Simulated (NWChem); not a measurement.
BH$_{2}$O$_{2}$F; SMILES FB(O)O

```xyz
6

B     -0.0403    -0.0001     0.0000
F      1.3046     0.0025     0.0000
O     -0.7155    -1.1693     0.0000
H     -0.1274    -1.9299     0.0000
O     -0.7199     1.1665     0.0000
H     -0.1348     1.9294     0.0000
```
Atoms are numbered in this order, from 1.

All runs: NWChem. The geometry was optimised at PBE0/def2-SVP. B3LYP is NWChem's, with the RPA form of VWN correlation. Vzz is the largest principal value of the second derivative of the potential at the nucleus (NWChem prints the opposite sign); η is the asymmetry. Non-relativistic.

```
level                Vzz B1 (a.u.)  η B1  Vzz O5 (a.u.)  η O5  relative time
-------------------  -------------  ----  -------------  ----  -------------
B3LYP/cc-pVTZ                0.278  0.63          1.328  0.27              2
B3LYP/def2-TZVP              0.276  0.64          1.324  0.26              2
CAM-B3LYP/def2-SVP           0.254  0.68          1.356  0.29              1
CAM-B3LYP/def2-TZVP          0.286  0.62          1.316  0.26             10
```

Times are rough ratios from one shared machine.
